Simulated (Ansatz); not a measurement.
Frontier orbitals of GeH4OSi, SMILES `[SiH3][O][GeH]`.

```xyz
7

Si    0.5983    0.5933    0.6113
O    -0.5779   -0.0960   -0.3058
Ge   -0.6898   -1.6078   -1.2563
H     1.8209   -0.2586    0.6314
H     0.1008    0.7611    2.0005
H     0.9427    1.9234    0.0476
H    -2.1951   -1.3153   -1.7287
```

Total charge 0; spin multiplicity 1. Correlated methods include outer-core shells of Ge, which these sets cover unevenly. Scalar relativity is left out up to krypton. The geometry is a stationary point of PBE0-D4/def2-TZVP. Basis def2-TZVPP, Ansatz 0.2.0.

Orbital energies of one run (eV). Highest occupied ones, from the top: -7.84, -10.23, -10.48, -12.10, -12.45, -12.73, -15.24, -17.67, -30.16, -37.72, -37.85, -37.89, -38.02, -38.13. Empty: -1.64, 0.64, 2.20, 2.39, 2.60, 2.69.

(1) Which functional gave them?
A. LDA (SPW92)
B. PBE0
C. BHLYP
D. r2SCAN

Results:

(1) C. HOMO energies: BHLYP -7.84, LDA (SPW92) -5.82, r2SCAN -5.98, PBE0 -6.82 eV.
